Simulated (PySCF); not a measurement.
How methods differ on the excitation energy of Os

Os [Xe] 4f14 5d6 6s2 (5D) → Os [Xe] 4f14 5d6 6s1 6p1 (high-spin determinant), as a difference of total energies. All numbers are calculated (PySCF 2.14, the spin-free X2C one-electron Hamiltonian (Gaussian nucleus), in x2c-TZVPPall). Correlated levels: valence: [Xe] 4f14 frozen. The calculations carry no spin-orbit coupling.

| method | excitation energy (eV) |
| --- | --- |
| UHF | 1.450 |
| MP2 (valence) | 2.678 |
| SCS-MP2 (valence) | 3.013 |
| CCSD (valence) | 2.671 |
| CCSD(T) (valence) | 2.755 |

Problem. How much does correlation contribute at CCSD(T) (valence)?

Solution. 2.755 − (1.450) = 1.305 eV, measured against UHF.

A first-order spin-orbit estimate (lowest level to lowest level, LS coupling) adds 0.246 eV.

The basis was made for the ground configuration and has no added diffuse functions, so the excitation energy can come out too high.

The determinant of the upper state mixes LS terms, which raises its energy above the lowest term, most at the Hartree-Fock and MP2 levels.
